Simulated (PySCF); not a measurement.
HP2, SMILES P#[PH+], charge +1.

Coordinates come from a TPSSh-D3(BJ)/def2-TZVPD optimisation. The isomer is the one that the SMILES or the coordinates give; other isomers of the formula were not compared.

These are SMD-PBE0/def2-SVP run with PySCF values and carry that method's errors.

Solvation free energies are E(SMD) − E(gas) at the gas-phase geometry, for 1 M in both phases.

Rank water, diethylether, cyclohexanone by solvation free energy, most negative first.

water (-68.2 kcal/mol), cyclohexanone (-63.6 kcal/mol), diethylether (-52.3 kcal/mol)
